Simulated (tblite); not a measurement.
Compound: C6H15NSi2.
Cartesian coordinates in Å at the GFN2-xTB level; atoms count from 1:
```xyz
24
C6H15NSi2 angstrom
C     -3.1391   -0.0044    0.4022
C     -1.6530    0.0020    0.1902
C     -0.7998    1.1554   -0.3713
C      0.1871    0.0101   -0.0777
N      1.5898    0.0158   -0.2785
Si     2.3317   -1.5394   -0.5139
Si     2.3926    1.5355   -0.0117
C     -0.8406   -0.9444   -0.7138
C     -0.5628   -0.1935    1.2604
H     -3.4576   -0.9614    0.8114
H     -3.6554    0.1604   -0.5418
H     -3.4235    0.7832    1.0975
H     -0.9497    1.4174   -1.4171
H     -0.7137    2.0481    0.2450
H      3.7539   -1.2909   -0.7117
H      1.7291   -2.1621   -1.6959
H      2.1099   -2.3952    0.6584
H      2.1945    1.9826    1.3729
H      3.8057    1.3068   -0.2853
H      1.8224    2.5232   -0.9322
H     -0.7922   -1.9895   -0.4146
H     -0.9937   -0.8529   -1.7875
H     -0.4911   -1.1791    1.7161
H     -0.4563    0.5920    2.0061
```

All values are computed: GFN2-xTB (tblite) harmonic vibrations without scaling, gas phase. The method is semi-empirical: single wavenumbers can be off by several per cent or more. Modes of hydrogen on silicon can be 10 to 20 % off. One conformer, not necessarily the lowest.

Harmonic wavenumbers (cm⁻¹): 32.4, 73.6, 97.3, 125.1, 136.4, 160.6, 201.6, 249.8, 264.1, 399.0, 412.1, 443.3, 552.0, 556.6, 564.1, 570.4, 587.1, 591.2, 671.7, 756.3, 772.0, 777.6, 800.8, 801.6, 805.7, 845.3, 853.4, 865.2, 938.8, 973.7, 980.1, 986.3, 987.7, 1020.9, 1064.3, 1067.7, 1111.7, 1117.5, 1134.4, 1139.4, 1148.6, 1204.3, 1212.3, 1317.6, 1383.9, 1407.1, 1485.0, 1485.4, 1492.7, 1495.0, 1543.7, 2197.8, 2205.7, 2229.4, 2235.3, 2292.5, 2311.7, 2983.2, 2995.4, 2996.3, 2997.7, 2998.3, 3002.6, 3024.4, 3024.9, 3029.2.

A = 2025, B = 809.0, C = 648.6 MHz; mass 157.074 u (most abundant isotopes); point group Cs, symmetry number 1.

Task: Zero-point energy?

Result: Half the sum of the wavenumbers: 41094 cm⁻¹ = 491.60 kJ/mol.

Task: Entropy at 298.15 K, 1 bar (ideal gas, RRHO, classical rotation)?

Result: Translation 171.92, rotation 125.91, vibration 151.72: S = 449.6 J/(mol K).

Task: And Cp and H(298.15 K) − H(0)?

Result: Cp = 200.29 J/(mol K), of which vibrations give 167.03 (their classical limit is 66 R = 548.8); H(298.15 K) − H(0) = 33.90 kJ/mol without the zero-point energy, 23.99 from vibrations.

Task: How do the functions run with temperature in this model?

Result: 
| T (K) | S (J/(mol K)) | Cp (J/(mol K)) | H − H(0) (kJ/mol) | G − H(0) (kJ/mol) | ln q(vib) |
| --- | --- | --- | --- | --- | --- |
| 50 | 255.8 | 60.3 | 2.22 | -10.57 | 0.75 |
| 100 | 306.4 | 87.6 | 5.95 | -24.69 | 2.25 |
| 373.15 | 499.3 | 244.1 | 50.59 | -135.72 | 11.03 |
| 500 | 579.7 | 306.0 | 85.65 | -204.22 | 15.24 |
| 750 | 721.2 | 390.5 | 173.56 | -367.31 | 23.39 |
| 1000 | 841.4 | 444.5 | 278.41 | -563.03 | 31.06 |

q(vib) and H(0) count from the zero-point level.

Task: What must be added to the electronic energy to get the Gibbs energy at 298.15 K and 1 bar?

Result: ZPE + [H(298.15 K) − H(0)] − T·S = 491.60 + 33.90 − 134.04 = 391.46 kJ/mol.

Task: Which modes carry the vibrational entropy at 298.15 K?

Result: 32.4 cm⁻¹: 23.75; 73.6 cm⁻¹: 16.96; 97.3 cm⁻¹: 14.68; 125.1 cm⁻¹: 12.64; 136.4 cm⁻¹: 11.94; 160.6 cm⁻¹: 10.64 J/(mol K); the other 60 give 61.12 together.

Task: Blend soft modes into free rotors: weight 1/[1 + (100 cm⁻¹/ν̃)⁴] for the oscillator and the rest for a rotor with moment μB/(μ + B), μ = h/(8π²ν), B = 10⁻⁴⁴ kg m². What vibrational entropy results?

Result: 139.65 J/(mol K) in place of 151.72, which changes −T·S at 298.15 K by +3.60 kJ/mol.

Hindered rotation and anharmonicity are outside this model. Other conformers, if any are populated, would add a mixing term that is left out.

Run on x86-64 server, one thread, shared host. This covers the Hessian and the dipole derivatives.
